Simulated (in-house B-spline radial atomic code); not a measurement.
Radial electron density of the mercury ion Hg⁴⁺, [Xe] 4f14 5d8. Computed with a radial B-spline atomic code at the basis-set limit: scalar-relativistic (X2C) B3LYP, spin-polarised, spherical fractional occupations, exact exchange averaged over the configuration, Fermi nucleus of rms radius 5.4648 fm.

One-electron X2C: radii and densities carry no picture-change correction, so inner-shell <1/r> comes out high (for 1s by about 2 % at Z = 33, 5 % at 54, 10 % at 75, 30 % at 118) and <r> low.

Columns: r (bohr), 4πr²n(r) (electrons per bohr), bar.

```
0.000308    3.915 #
 0.00038    5.199 ##
0.000469     6.88 ##
0.000578     9.05 ###
0.000712    11.85 ###
0.000878    15.45 #####
 0.00108    19.97 ######
 0.00134    25.89 ########
 0.00165    32.98 ##########
 0.00203    41.51 ############
  0.0025    51.62 ###############
 0.00309    63.36 ###################
  0.0038    75.83 ######################
 0.00469    88.78 ##########################
 0.00578    100.7 ##############################
 0.00713    110.1 ################################
 0.00879    115.3 ##################################
  0.0108    115.3 ##################################
  0.0134    110.1 ################################
  0.0165    102.7 ##############################
  0.0203    97.84 #############################
   0.025      101 ##############################
  0.0309    115.1 ##################################
  0.0381    135.2 ########################################
  0.0469    149.3 ############################################
  0.0579    146.7 ###########################################
  0.0714    129.6 ######################################
   0.088    116.7 ##################################
   0.108    123.4 ####################################
   0.134      139 #########################################
   0.165    131.8 #######################################
   0.203    99.81 #############################
   0.251    77.53 #######################
   0.309     84.6 #########################
   0.381    91.81 ###########################
    0.47    73.51 ######################
   0.579    45.14 #############
   0.714    28.49 ########
   0.881    22.89 #######
    1.09    18.02 #####
    1.34    11.51 ###
    1.65    5.712 ##
    2.04    2.145 #
    2.51   0.6058 
    3.09   0.1148 
    3.81  0.01252 
     4.7 0.0006683
```

On this grid the curve has 4 maxima, near 0.00879, 0.0469, 0.134, 0.381 bohr.

The 5p down radial function P(r) = rR(r), positive near the nucleus:

| r (bohr) | P |
| --- | --- |
| 0.000469 | 0.001275 |
| 0.000712 | 0.002282 |
| 0.00108 | 0.004148 |
| 0.00165 | 0.007745 |
| 0.0025 | 0.01444 |
| 0.0038 | 0.02711 |
| 0.00578 | 0.05047 |
| 0.00879 | 0.09134 |
| 0.0134 | 0.1568 |
| 0.0203 | 0.2416 |
| 0.0309 | 0.3103 |
| 0.0469 | 0.2658 |
| 0.088 | -0.1953 |
| 0.134 | -0.4334 |
| 0.203 | -0.02888 |
| 0.309 | 0.6092 |
| 0.47 | 0.1847 |
| 0.714 | -0.9153 |
| 1.09 | -1.076 |
| 1.65 | -0.4551 |
| 2.51 | -0.07046 |
| 3.81 | -0.002923 |
